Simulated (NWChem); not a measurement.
**Correlation energy of aminoborane (H4BN)**

```xyz
6

B      0.0000     0.0000     0.7762
N      0.0000     0.0000    -0.6112
H     -1.0575     0.0000     1.3645
H      1.0575     0.0000     1.3645
H      0.8464     0.0000    -1.1658
H     -0.8464     0.0000    -1.1658
```
Charge 0, spin multiplicity 1.

All runs are NWChem calculations. The geometry was optimised at PBE0/def2-SVP, a minimum by its harmonic frequencies. It is one conformer; others weren't searched.

Basis set: cc-pVDZ. Each correlation energy counts from its own Hartree-Fock reference.

The correlated methods keep 2 core orbitals frozen. No row is a measurement; the coupled-cluster row has its own basis-set and correlation limits.

Q: One of these methods gave a correlation energy of -265.2 mHa. Which?
A. CCSD
B. RI-MP2
C. CCSD+T(CCSD)
D. SCS-MP2

A: B, RI-MP2. The others give -301.2 (CCSD+T(CCSD)), -268.4 (SCS-MP2), -293.5 (CCSD).
